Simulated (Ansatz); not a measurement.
Consider the isomerisation: `CB(N)[SiH2]O` → `CB(N)O[SiH3]`.

Isolated molecules relaxed with PBE0-D4/def2-TZVP in Ansatz; ΔE leaves out vibrations. CCSD(T)/CBS adds triple-zeta CCSD(T) − MP2 to the extrapolated MP2 energy (def2 sets, frozen cores). Functionals use def2-TZVPP. B3LYP here is the variant with VWN-RPA as its local correlation; programs differ in this. Each species was taken in one conformer, which may not be the lowest.

`CB(N)[SiH2]O`:

```xyz
13

C    -0.164   -1.689   -0.239
B    -0.378   -0.222    0.284
N    -1.123    0.014    1.437
Si    0.379    1.395   -0.682
O     1.965    1.216   -1.145
H    -0.609   -1.805   -1.234
H     0.901   -1.908   -0.374
H    -0.589   -2.461    0.411
H    -1.286    0.931    1.818
H    -1.563   -0.723    1.968
H    -0.344    1.670   -1.955
H     0.225    2.620    0.174
H     2.586    0.962   -0.461
```

`CB(N)O[SiH3]`:

```xyz
13

C     0.301   -1.189   -0.869
B     0.208    0.366   -0.628
N     0.536    1.295   -1.625
O    -0.204    0.879    0.587
Si   -0.671    0.178    1.992
H    -0.672   -1.666   -0.709
H     0.637   -1.456   -1.873
H     0.991   -1.652   -0.156
H     0.478    2.287   -1.472
H     0.845    1.030   -2.541
H     0.420   -0.659    2.560
H    -1.000    1.266    2.944
H    -1.869   -0.680    1.791
```

```csv
level,ΔE (kcal/mol),difference from CCSD(T)/CBS
PBE-D4,-30.2,4.2
PBE0-D4,-32.3,2.1
B3LYP-D4,-34.9,-0.5
ωB97X-V,-34.4,0.0
ωB97M-V,-35.3,-0.9
B2PLYP,-35.4,-1.0
PBE,-30.1,4.3
r2SCAN,-34.3,0.1
B3LYP,-34.8,-0.4
HF/def2-TZVPP,-40.7,-6.3
MP2/def2-TZVPP,-35.7,-1.3
MP2/def2-QZVPP,-35.5,-1.1
SCS-MP2/def2-QZVPP,-36.1,-1.7
HF/CBS(def2),-41.0,-6.6
MP2/CBS(def2),-35.3,-0.9
CCSD/CBS(def2),-35.1,-0.7
CCSD(T)/CBS,-34.4,0
```

Largest T1 diagnostic among the species: 0.012.

From PBE to PBE0 (25 % exact exchange), in def2-TZVPP and without D4, ΔE moves by −2.1 kcal/mol. In def2-TZVPP, CCSD(T) changes the Hartree–Fock value by +5.9 kcal/mol (the triples alone add +0.7 kcal/mol) and MP2 by +5.0 kcal/mol.
